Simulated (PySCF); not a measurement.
Job for PySCF: R-HF/3-21G on CH4MgO (SMILES [CH3][Mg][OH]), a point of a bond scan (R = 0.984 Å).

```python
from pyscf import gto, scf, dft, mp
from pyscf.data.elements import chemcore

mol = gto.M(
    atom='''
    Mg    0.01243978   -0.08170774    0.05863888
    C    -0.24275363    1.59446996   -1.14429716
    H    -0.94830499    2.18351977   -0.79388238
    H    -0.52403952    1.31512017   -2.16281394
    H     0.67566808    2.18360785   -1.20716694
    O     0.22953244   -1.50762973    1.08197486
    H     0.34605594   -2.27298687    1.63124580
    ''',
    basis='3-21g',
    charge=0, spin=0, verbose=3, max_memory=1800)
mf = scf.RHF(mol)
mf.conv_tol = 1e-8
mf.max_cycle = 100
mf.kernel()
if not mf.converged:
    mf = mf.newton().run(mf.mo_coeff, mf.mo_occ)
```

Output:

```
converged SCF energy = -312.916838336071
```

The calculation finished and met its thresholds.

Cost: very roughly 0.4 core-seconds.
